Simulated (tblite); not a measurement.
Compound: C7H2N3 (doublet state).
SMILES with atom numbers: `[N:1]#[C:2][c:3]1[cH:4][c:5][n:6][c:7]([C:8]#[N:9])[cH:10]1` (hydrogens: H11 on C4; H12 on C10)

Computed geometry: GFN2-xTB, gas phase. This method treats the open shell by occupation alone, without spin polarisation.

(1) List the bond lengths and angles at this level.

Answers

(1) 
```csv
bond,length (pm)
N1≡C2,114.5
C2–C3,141.7
C3–C4,140.3
C4–C5,137.8
C5–N6,127.3
N6–C7,133.9
C7–C8,141.8
C8≡N9,114.5
C7–C10,139.3
C3–C10,139.8
C4–H11,107.7
C10–H12,108.0
```

A selection of angles:
```csv
angle,degrees
N1–C2–C3,179.0
C2–C3–C4,119.2
C2–C3–C10,120.4
C4–C3–C10,120.5
C3–C4–C5,114.4
C4–C5–N6,126.2
C5–N6–C7,121.0
N6–C7–C8,119.1
N6–C7–C10,119.4
C8–C7–C10,121.5
C7–C8–N9,179.2
C3–C10–C7,118.6
```

C10 (carbon bonded to 2 C and H) is planar (angles 120.8°, 120.6° and 118.6°, sum 360.0°, 0.00 Å off the plane of its three neighbours). The C–C distances run from 1.378 Å (C4–C5, aromatic) to 1.418 Å (C7–C8, drawn single), a spread of 0.040 Å. C3 (carbon bonded to 3 C) is planar (angles 120.5°, 120.4° and 119.2°, sum 360.0°, 0.00 Å off the plane of its three neighbours). C4 (carbon bonded to 2 C and H) is planar (angles 123.8°, 121.8° and 114.4°, sum 360.0°, 0.00 Å off the plane of its three neighbours). The C–N distances run from 1.145 Å (N1≡C2, drawn triple) to 1.339 Å (N6–C7, aromatic), a spread of 0.194 Å. C7 (carbon bonded to 2 C and N) is planar (angles 121.5°, 119.4° and 119.1°, sum 360.0°, 0.00 Å off the plane of its three neighbours). The 6-membered ring C3–C4–C5–N6–C7–C10 has internal angles of 114.4° to 126.2° (sum 720°, against 720° for a flat polygon); it is planar, 0.00 Å rms from its mean plane, widest ring torsion 0°.

Point group: Cs (tolerance 0.08 Å). Its GFN2-xTB frequencies are all real (lowest 101 cm⁻¹).
